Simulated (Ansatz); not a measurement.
BrH₅N₂OSi (`N[Si](N)(O)Br`). The species carries charge 0 and has multiplicity 1.

```xyz
10

N    -0.3054    0.1313   -1.5397
Si    0.1094    0.2166    0.0938
N    -0.6352   -1.0740    0.8974
O     1.7415    0.3379    0.0767
Br   -0.6090    2.0109    1.2498
H    -1.2569   -0.0348   -1.8193
H     0.2186    0.6451   -2.2279
H    -0.9077   -1.0073    1.8624
H    -0.4978   -2.0232    0.5911
H     2.1424    0.7975    0.8157
```

Task: What are the harmonic wavenumbers in cm⁻¹ at PBE0-D4/def2-TZVP (Ansatz, finite differences of forces, unscaled)? (Best estimate.)

Result: Ansatz gave: 153, 179, 254, 254, 272, 289, 331, 344, 399, 436, 442, 789, 810, 843, 864, 965, 982, 1569, 1576, 3617, 3623, 3722, 3724, 3928.

Task: Is this a minimum?

Result: Yes, all 24 modes are real.

Task: Give the ideal-gas thermochemistry at 298.15 K and 1 bar (rigid rotor, harmonic oscillator; point group C1, symmetry number 1).

Result: Zero-point energy 181.6 kJ/mol; H(298) − E = 204.8 kJ/mol; entropy 362.4 J/(mol·K), of which translation 171.9, rotation 117.3, vibration 73.2; G(298) − E = 96.8 kJ/mol.

Task: And at 400, 500, 600, 800 and 1000 K?

Result: 
```json
{"T (K)": "400", "H − E (kJ/mol)": "218.3", "S (J/mol/K)": "401.2", "G − E (kJ/mol)": "57.9"}
{"T (K)": "500", "H − E (kJ/mol)": "233.0", "S (J/mol/K)": "433.9", "G − E (kJ/mol)": "16.1"}
{"T (K)": "600", "H − E (kJ/mol)": "248.8", "S (J/mol/K)": "462.6", "G − E (kJ/mol)": "-28.8"}
{"T (K)": "800", "H − E (kJ/mol)": "282.4", "S (J/mol/K)": "510.9", "G − E (kJ/mol)": "-126.3"}
{"T (K)": "1000", "H − E (kJ/mol)": "318.2", "S (J/mol/K)": "550.9", "G − E (kJ/mol)": "-232.6"}
```
